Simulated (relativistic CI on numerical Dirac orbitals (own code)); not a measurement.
# One change at a time: Ir VI

Base calculation: Dirac-Coulomb-Breit CI, orbitals from a KLI potential per configuration, a model potential for QED, valence Slater integrals scaled by 0.85, P86 correlation energy added to each configuration.

Configuration list (outside the closed core [Kr] 4d10 4f14): 5s2 5p6 5d4, 5s2 5p6 5d3 6s, 5s2 5p6 5d3 5f, 5s2 5p6 5d3 6p, 5s2 5p6 5d3 5g, 5s2 5p5 5d5, 5s2 5p6 5d3 6d, 5s2 5p6 5d2 6s 6p, 5s2 5p6 5d3 7s, 5s2 5p6 5d3 7p, 5s2 5p6 5d3 6f, 5s2 5p6 5d3 7d, 5s2 5p6 5d3 8s, 5s2 5p6 5d3 8p, 5s2 5p6 5d2 5f 6s, 5s2 5p6 5d3 7f, 5s2 5p5 5d4 5f, 5s 5p6 5d5, 5s2 5p5 5d4 5g, 5s2 5p6 5d2 6p 6d, 5s2 5p5 5d4 6s, 5s2 5p6 5d2 5g 6p, 5s2 5p6 5d2 6s2, 5s2 5p6 5d 5f 6s2, 5s2 5p6 5d 6s2 6p, 5s2 5p6 5d 5g 6s2, 5s2 5p6 5d 6s2 6d, 5s2 5p6 5d2 5f2, 5s2 5p6 5d 5f2 6s, 5s2 5p6 5d 5f3, 5s2 5p6 5d 5f2 6p, 5s2 5p6 5d 5f2 5g, 5s2 5p6 5d 5f2 6d. Double excitations out of closed p, d and f shells are left out; levels of such configurations are missing from the list, as are those of other unlisted configurations, and high levels can miss mixing partners. These lack a partner that the ground configuration has and come out too high: 5s2 5p6 5d3 7s, 5s2 5p6 5d3 7p, 5s2 5p6 5d3 6f, 5s2 5p6 5d3 7d, 5s2 5p6 5d3 8s.

Variants: (1) Slater integrals left unscaled; (2) valence Slater integrals scaled by 0.75; (3) configuration mixing switched off; (4) non-relativistic limit. Shifts of the energy above 5s2 5p6 5d4 5D_0, in cm⁻¹, for the lowest level and the first level of each name with at least 55 % of one term (blank where a level changes its place among those of its configuration and J or its character, or is not in the variant):

```csv
Level,Base,Δ(1),Δ(2),Δ(3),Δ(4)
5s2 5p6 5d4 5D_0,0.0,0.0,0.0,0.0,0.0
5s2 5p6 5d4 5D_1,5242.4,-642.3,+515.0,-135.3,-5242.4
5s2 5p6 5d4 5D_2,9672.6,-789.3,+606.9,-167.8,-9672.6
5s2 5p6 5d4 5D_3,13019.9,-614.7,+440.2,-120.5,-13019.9
5s2 5p6 5d4 5D_4,15024.5,-19.7,-98.3,-20.9,-15024.5
5s2 5p6 5d4 3H_4,22906.7,+1576.8,-754.6,+56.2,-6266.1
5s2 5p6 5d4 3G_3,27065.1,+2194.3,-1314.3,+336.8,
5s2 5p6 5d4 3F_2,28005.4,+2400.7,-1497.0,+564.9,
5s2 5p6 5d4 3H_5,28553.3,+1842.7,-1092.8,+117.3,-11912.7
5s2 5p6 5d4 3P_1,28954.0,+1666.9,-977.7,+601.8,-9889.5
5s2 5p6 5d4 3H_6,31064.4,+2101.5,-1289.0,+46.1,-14423.8
5s2 5p6 5d4 3G_4,33877.5,+2139.3,-1418.2,+332.1,
5s2 5p6 5d4 3G_5,42276.5,+2169.7,-1310.6,+339.9,-22008.1
5s2 5p6 5d4 3D_1,44138.5,+2879.3,-1778.1,+683.8,-18755.9
5s2 5p6 5d4 1I_6,44341.9,+2783.5,-1680.5,+82.5,-19464.2
5s2 5p6 5d4 1S_0,50524.6,+3646.5,-2330.5,+791.8,-20753.6
5s2 5p6 5d4 1F_3,53160.9,+4419.3,-2784.5,+985.4,-16847.6
5s2 5p6 5d4 1D_2,82595.9,+9564.6,,+1073.3,
5s2 5p6 5d3 6s 5F_1,118047.5,+1830.5,-1011.3,-5932.5,+48891.7
5s2 5p6 5d3 6s 5F_2,121062.8,+1887.8,-1099.2,-5928.7,+45876.3
5s2 5p6 5d3 6s 5F_3,126414.7,+1570.6,-795.3,-5953.0,+40524.4
5s2 5p6 5d3 6s 5F_4,131365.5,+1679.6,-914.7,-5968.5,+35573.7
```

At this charge configurations can still be misplaced by up to about 7 % of their energy. Levels and lines within the n = 5 or 6 shells can be off by up to 10 % or somewhat more, and those that change n by about 2 %, since core polarisation is missing.

Ionisation energy from the two ground configurations alone: base 73.66 eV; Slater integrals left unscaled 73.77 eV; valence Slater integrals scaled by 0.75 73.6 eV. The NIST ASD value (theoretical) is 72 eV. The gap of more than 2 % comes from missing correlation, or from a tabulated value that is itself an estimate.

LS names give the leading component of a level, which can be under half, so a name can repeat, a term be missing and a line seem to break the LS rules.
